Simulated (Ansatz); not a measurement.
Consider the ligand exchange at a B–C bond: `B[C](=C)[AlH2]` + `C=C=CN` → `BNC=C=C` + `C=[CH][AlH2]`.

Gas-phase electronic energies from Ansatz, PBE0-D4/def2-TZVP geometries. CCSD(T)/CBS is the MP2 limit (def2-TZVPP, def2-QZVPP) plus CCSD(T) − MP2 in def2-TZVPP, frozen cores. Functionals use def2-TZVPP. HSE06 is defined as in plane-wave codes. One conformer a species, not always the lowest.

```json
{"level": "r2SCAN-D4", "ΔE (kJ/mol)": "-137.8"}
{"level": "HSE06-D4", "ΔE (kJ/mol)": "-134.8"}
{"level": "CAM-B3LYP", "ΔE (kJ/mol)": "-141.8"}
{"level": "RPA@PBE/def2-TZVPP", "ΔE (kJ/mol)": "-133.1"}
```

Question: What does CCSD(T)/CBS give? (Estimate.)

Answer: Computed: -135.9 kJ/mol. The listed levels differ from it by -1.9, 1.1, -5.9, 2.8 kJ/mol.

Question: What do rigid-rotor, harmonic-oscillator terms from PBE0-D4/def2-TZVP frequencies (298.15 K, 1 bar) make of the CCSD(T)/CBS value? (Estimate.)

Answer: The calculation gave: ΔZPE = +4.8 kJ/mol, ΔH = -133.2 kJ/mol, ΔS = -20 J/(mol·K), ΔG = -127.1 kJ/mol.

Largest T1 diagnostic among the species: 0.014.

In def2-TZVPP, CCSD(T) changes the Hartree–Fock value by −6.0 kJ/mol (the triples alone add −0.4 kJ/mol) and MP2 by −5.1 kJ/mol. Leaving LDA and LC-ωPBE aside and taking each functional with its dispersion term where it has one, the values, not all of them listed here, spread over 7.2 kJ/mol, from CAM-B3LYP-D4 to revPBE-D4. LDA lies −8.5 kJ/mol from PBE without D4.
